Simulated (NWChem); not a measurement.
Species: TiO, triplet; SMILES [O]=[Ti]

```xyz
2

Ti     0.0000     0.0000    -0.4027
O      0.0000     0.0000     1.1856
```
Atoms are numbered in this order, from 1.

Level: PBE0/def2-SVP, spin-unrestricted (NWChem), optimised geometry, unscaled harmonic frequencies. 

Q: List the harmonic frequencies with IR intensities, and the thermochemistry.

A: 
| frequency (cm⁻¹) | IR intensity (km/mol) |
|---|---|
| 1128 | 166.5 |

```
Quantity                                                                           Value
-----------------------------------------------------------------------  ---------------
zero-point energy                                                           1.6 kcal/mol
thermal correction to the enthalpy at 298.15 K (with zero-point energy)     3.7 kcal/mol
heat capacity Cv                                                         5.2 cal/(mol K)
dipole moment                                                                     3.32 D
```

Rigid rotor and harmonic oscillator.
